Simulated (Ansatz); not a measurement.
Task: Predict a relaxed structure of (F)2Al-NH-SiH3 (AlSiNF2H4), charge 0, singlet, at PBE-D4/def2-SVP (Ansatz).

Result: 
Cartesian coordinates in Å:
```
Al 0.1951 0.7269 -1.5962
F 1.8493 0.9271 -1.6234
F -0.6940 1.2061 -2.9233
N -0.6251 0.0162 -0.1873
Si 0.0662 -0.5758 1.3190
H -1.6467 -0.0618 -0.2594
H -0.2361 -2.0366 1.5384
H -0.4605 0.1780 2.5140
H 1.5517 -0.3801 1.2182
```
Point group Cs (tolerance 0.1 Å). This is one stationary point.
